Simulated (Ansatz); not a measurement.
One change: `COC(=N)Cl` becomes `COC(=N)[SiH2]F`.

Ansatz, PBE0-D4/def2-TZVP geometries, multiplicity 1. Each molecule was computed in one conformer, which needn't be the lowest.

```json
{"property": "size of the dipole moment (PBE/def2-TZVPP) / D", "`COC(=N)Cl`": "3.52"}
{"property": "HOMO energy (PBE0/def2-TZVPP) / eV", "`COC(=N)Cl`": "-8.29"}
{"property": "HOMO energy (ωB97M-V/def2-TZVPP) / eV", "`COC(=N)Cl`": "-10.56"}
{"property": "HOMO energy (PBE/def2-TZVPP) / eV", "`COC(=N)Cl`": "-6.80"}
{"property": "HOMO–LUMO gap (B3LYP/def2-TZVPP) / eV", "`COC(=N)Cl`": "8.08"}
{"property": "HOMO energy (B3LYP/def2-TZVPP) / eV", "`COC(=N)Cl`": "-8.04"}
```

Question: What does the change do to each property? (Estimate.)

Answer: Ansatz gave: 
```json
{"property": "size of the dipole moment (PBE/def2-TZVPP) / D", "`COC(=N)[SiH2]F`": "1.30", "shift": "-2.22"}
{"property": "HOMO energy (PBE0/def2-TZVPP) / eV", "`COC(=N)[SiH2]F`": "-7.80", "shift": "0.49"}
{"property": "HOMO energy (ωB97M-V/def2-TZVPP) / eV", "`COC(=N)[SiH2]F`": "-10.13", "shift": "0.43"}
{"property": "HOMO energy (PBE/def2-TZVPP) / eV", "`COC(=N)[SiH2]F`": "-6.35", "shift": "0.45"}
{"property": "HOMO–LUMO gap (B3LYP/def2-TZVPP) / eV", "`COC(=N)[SiH2]F`": "7.00", "shift": "-1.08"}
{"property": "HOMO energy (B3LYP/def2-TZVPP) / eV", "`COC(=N)[SiH2]F`": "-7.56", "shift": "0.48"}
```

With PBE0 the HOMO rises by 0.49 eV and the LUMO falls by 0.65 eV, so the gap narrows by about 1.14 eV. PBE moves the HOMO by 0.45 eV and ωB97M-V by 0.43 eV. Dipoles are sizes alone; their direction can turn.

B3LYP here is the variant with VWN-RPA as its local correlation; programs differ in this.
